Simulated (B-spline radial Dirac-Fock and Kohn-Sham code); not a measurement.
**Core and valence levels of Ce**

System: atomic cerium, configuration [Xe] 4f1 5d3 (not the ground configuration); nuclear rms radius 4.8771 fm (A = 140).

Calculated with a B-spline atomic structure program, using Dirac-Fock ΔSCF + Breit + QED. Correlation and solid-state effects are left out. Energies are counted from the vacuum level.

All terms are in eV, carry their sign (relaxation lowers the binding energy) and add up to the binding energy; ⟨r⟩ is the mean radius of the orbital in the initial state.

```
subshell  −ε (Koopmans)  relaxation    Gaunt  retardation     QED  binding energy  ⟨r⟩ (bohr)
       K        40675.8      -73.48  -112.57         9.46  -52.91         40446.3       0.025
      L1         6618.4      -41.05   -10.94         0.68   -6.91          6560.2       0.105
      L2         6231.9      -44.91   -19.32         2.15    0.39          6170.2       0.088
      L3         5783.8      -43.21   -13.76         2.64   -0.38          5729.1       0.094
      M1         1469.4      -20.18    -1.64         0.07   -1.47          1446.2       0.277
      M2         1305.0      -20.83    -3.12         0.31    0.07          1281.4       0.267
      M3         1214.8      -20.12    -2.05         0.42   -0.07          1193.0       0.279
      M4          930.9      -21.99    -1.04         0.06    0.14           908.1       0.251
      M5          911.8      -21.71    -0.57         0.07    0.09           889.7       0.254
      N1          315.0       -9.20    -0.27         0.01   -0.33           305.2       0.637
      N2          251.6       -8.97    -0.55         0.06    0.02           242.1       0.657
      N3          232.1       -8.64    -0.32         0.08   -0.01           223.2       0.682
      N4          126.0       -8.14    -0.07         0.00    0.03           117.8       0.739
      N5          122.5       -8.02     0.02         0.00    0.02           114.5       0.749
    N6,7          11.33       -5.66     0.13        -0.02    0.01            5.80       1.059
      O1          48.01       -3.17    -0.04         0.00   -0.06           44.74       1.550
      O2          28.75       -2.71    -0.07         0.01    0.00           25.98       1.737
      O3          25.83       -2.51    -0.03         0.01    0.00           23.29       1.818
    O4,5           3.63       -0.74     0.00         0.00    0.00            2.90       3.485
```

For the deepest level, K (1s), the Breit terms make up -0.255 % of the binding energy, QED -0.131 % and orbital relaxation -0.182 %.
